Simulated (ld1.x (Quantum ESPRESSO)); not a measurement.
Results of a calculation; reference values are marked as such.
Potentials for Ir compared

Generated with ld1.x 7.5 (TM, RRKJ, ultrasoft, PAW), atompaw 4.2 or ONCVPSP 4.0.1. The cutoff is in Ry: for ld1.x and atompaw files where the sum of valence levels is converged to 10 mRy in a Bessel basis, for ONCV files where the hardest occupied wave has 1 mHa per electron of residual kinetic energy. The error is the largest all-electron minus pseudo excitation energy over each file’s own four to seven test configurations (ionisations up to +4, promotions, holes and added fractions of an electron), all of which were solved. The labels leave out finer settings (local radius, basis sizes, second energies), which also bear on the numbers. Spin-polarised tests are not counted. The rows are a selection from randomly drawn settings: files with unsolved tests, undetermined cutoffs or missed reference levels are left out.

```csv
potential,cutoff (Ry),largest error (meV),bound ghosts
"TM, LDA (PZ), scalar-relativistic, rc 1.65/1.35/2.20 (spd), local s, core correction no, reference 5s2 5p6 5d7 6s0 6p0",100,+8336,none
"ultrasoft, PBE, scalar-relativistic, rc 2.60/3.50/1.80 (spd), local smoothed, core correction yes, reference 5d7 6s1 6p1",35,-95,none
"TM semilocal, PBE, scalar-relativistic, rc 2.25/3.45/1.55 (spd), local d, core correction no, reference 5d7 6s1.5 6p0",40,+77,none
"RRKJ, PBE, fully relativistic, rc 2.45/2.40/1.25 (spd), local smoothed, core correction yes, reference 5d7 6s2 6p0",100,-337,none
"TM, LDA (PZ), fully relativistic, rc 2.10/2.70/1.40 (spd), local p, core correction yes, reference 5d7 6s0 6p0",40,-803,none
```

**Question.** Fill in the row for Ir: TM semilocal, PBE, scalar-relativistic, rc 1.35/1.30/1.25/1.05 (spdf), local p, core correction no, reference 5s2 5p6 5d7 6s0 6p0.

**Answer.** cutoff 110 Ry, largest error +2594 meV, bound ghosts: none.
